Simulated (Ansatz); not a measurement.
Harmonic frequencies (cm⁻¹) at PBE0-D4/def2-TZVP from Ansatz: 112, 140, 158, 181, 225, 226, 387, 420, 525, 560, 698, 712, 883, 925, 950, 980, 1133, 1136, 1192, 1456, 1488, 1501, 1841, 1869, 2171, 2183, 2223, 2991, 3038, 3084.

Task: Which molecule is it?
A. `N[CH]([SiH3])[InH2]`
B. `C[SiH](N)[InH2]`
C. `CBC[SeH]`
D. `C[N]([SiH3])[InH2]`

Result: D.
